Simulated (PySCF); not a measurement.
SnH3, SMILES [SnH3], multiplicity 2. Geometry: B3LYP-D3(BJ)/def2-TZVPD. The multiplicity is an assumed one; other spin states were not compared. The isomer is the one that the SMILES or the coordinates give; other isomers of the formula were not compared. The def2 effective core potentials stand for the cores of Sn; spin–orbit coupling is left out.

Q: Give the equilibrium geometry at B3LYP-D3(BJ)/def2-TZVPD (PySCF confirms it by a frequency run) as a Z-matrix, and its point group. (Estimate from the structure and the level; the computed values follow.)

A: point group C3v.
```
Sn
H 1 1.7237
H 1 1.7237 2 109.15
H 1 1.7237 2 109.15 3 119.22
```
Charge 0, spin multiplicity 2.
